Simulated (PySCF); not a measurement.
Si(OH)3(SH) (H4O3SSi), SMILES O[Si](O)(S)O.

Coordinates come from a B3LYP-D3(BJ)/def2-SVP optimisation. One conformer was computed; it need not be the lowest.

Level of theory: SMD-PBE0/6-31G* (PySCF).

Solvation free energies are E(SMD) − E(gas) at the gas-phase geometry, for 1 M in both phases. In vacuum the dipole moment is 1.11 D.

```tsv
solvent	ΔG(solv) (kcal/mol)	its non-electrostatic (CDS) part	dipole (D)
water	…	…	…
benzene	-6.0	-2.9	1.20
chlorobenzene	-7.5	-2.3	1.27
```

Fill in the missing entries. (The exact figures need the calculation; the answer reports its results.)


- water, ΔG(solv) (kcal/mol): -13.5
- water, its non-electrostatic (CDS) part: 2.2
- water, dipole (D): 1.28
